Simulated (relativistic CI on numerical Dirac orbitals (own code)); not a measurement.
A reference radial Dirac CI calculation of Ba³⁺ gave the lowest total energy -8122.97846 Ha in 55 SCF steps, from this input:

```
atom Ba  Z=56  charge=3  electrons=53
nucleus A=138  rms_radius_fm=4.8378
hamiltonian dirac-coulomb  breit=on  qed=on  c_scale=1
orbitals kli  potential=per-configuration
slater_scale 1
correlation none
mixing on
grid step=0.0125 r_max=50.3
scf mixing=0.4 start=green max_iterations=150 tolerance=2e-08 node_fill=0.05
configurations
  [Kr] 4d10 5s2 5p5
  [Kr] 4d10 5s 5p6
  [Kr] 4d10 5s2 5p4 5d
  [Kr] 4d10 5s2 5p3 5d2
  [Kr] 4d10 5s2 5p4 5f
end
```

One setting was then changed, and the output read:

```
SCF 1: [Kr] 4d10 5s2 5p5
 iter      energy (Ha)   residual   last orbital (Ha)
    1     -8116.515995   2.03e+00     -2.43322
    2     -8131.457177   8.02e-01     -1.89111
    3     -8133.734701   1.56e-01     -1.69532
    4     -8133.806655   4.85e-02     -1.73464
    5     -8133.815419   1.32e-02     -1.72057
    6     -8133.816174   3.42e-03     -1.71322
    7     -8133.816104   3.13e-04     -1.71533
    8     -8133.816118   9.74e-05     -1.71532
    9     -8133.816122   9.88e-07     -1.71526
   10     -8133.816122   6.45e-07     -1.71526
   11     -8133.816122   2.78e-09     -1.71526
SCF 2: [Kr] 4d10 5s 5p6
 iter      energy (Ha)   residual   last orbital (Ha)
    1     -8115.888695   2.03e+00     -2.43322
    2     -8130.771570   8.01e-01     -1.88317
    3     -8133.036860   1.57e-01     -1.68514
    4     -8133.109742   4.75e-02     -1.72429
    5     -8133.117978   1.37e-02     -1.71028
    6     -8133.118860   3.31e-03     -1.70199
    7     -8133.118764   5.01e-04     -1.70423
    8     -8133.118787   5.96e-05     -1.70408
    9     -8133.118790   2.86e-06     -1.70403
   10     -8133.118790   7.85e-07     -1.70403
   11     -8133.118790   7.23e-09     -1.70403
SCF 3: [Kr] 4d10 5s2 5p4 5d
 iter      energy (Ha)   residual   last orbital (Ha)
    1     -8115.978300   2.02e+00     -1.43548
    2     -8130.736902   8.01e-01     -1.08445
    3     -8132.984724   1.57e-01     -0.97236
    4     -8133.058642   4.52e-02     -0.99405
    5     -8133.065392   1.54e-02     -0.98691
    6     -8133.066302   3.14e-03     -0.98182
      ... 16 steps not shown
SCF 5: [Kr] 4d10 5s2 5p4 5f
 iter      energy (Ha)   residual   last orbital (Ha)
    1     -8115.896679   2.01e+00     -0.60559
    2     -8130.245219   8.02e-01     -0.50811
    3     -8132.468609   1.58e-01     -0.46937
    4     -8132.550781   1.69e-02     -0.46668
    5     -8132.551752   6.41e-03     -0.46600
    6     -8132.551356   2.32e-04     -0.46576
    7     -8132.551390   6.97e-05     -0.46568
    8     -8132.551396   6.69e-06     -0.46568
    9     -8132.551396   1.61e-07     -0.46568
   10     -8132.551396   1.23e-07     -0.46568
   11     -8132.551396   8.33e-09     -0.46568
orbital energies (Ha): 4s -10.0889  4p1/2 -8.1730  4p3/2 -7.6125  4d3/2 -4.4836  4d5/2 -4.3882  5s -2.3102  5p1/2 -1.7977  5p3/2 -1.7153
configuration averages (Ha): Dirac-Coulomb, Breit, QED
  5s2 5p5                      -8133.816122    6.549161    4.363170
  5s 5p6                       -8133.118790    6.549299    4.361403
  5s2 5p4 5d                   -8133.066248    6.547845    4.363169
  5s2 5p3 5d2                  -8132.274766    6.546444    4.363161
  5s2 5p4 5f                   -8132.551396    6.547784    4.363274
levels: no., configuration, term, J, E (cm-1), weight
   1 5s2 5p5                2P*  3/2              0.0  0.98
   2 5s2 5p5                2P*  1/2          17549.0  0.98
   3 5s 5p6                 2S   1/2         128900.9  0.61
   4 5s2 5p4 5d             4D   5/2         148263.8  0.82
   5 5s2 5p4 5d             4D   7/2         148706.6  0.84
   6 5s2 5p4 5d             4D   3/2         149276.1  0.75
   7 5s2 5p4 5d             4D   1/2         151346.7  0.66
   8 5s2 5p4 5d             4F   9/2         156499.0  0.86
   9 5s2 5p4 5d             4F   7/2         160837.2  0.44
  10 5s2 5p4 5d             2P   1/2         165256.8  0.65
  11 5s2 5p4 5d             2D   3/2         165969.2  0.40
  12 5s2 5p4 5d             4P   1/2         166951.1  0.88
  13 5s2 5p4 5d             4F   5/2         168292.1  0.87
  14 5s2 5p4 5d             4F   3/2         169672.7  0.68
lowest total energy -8122.973843 Ha
end: converged
```

Question: Which setting was changed?
A. node fill of the KLI weights
B. start potential
C. speed of light
D. configuration list

Answer: A. The node fill of the KLI weights 0.01.
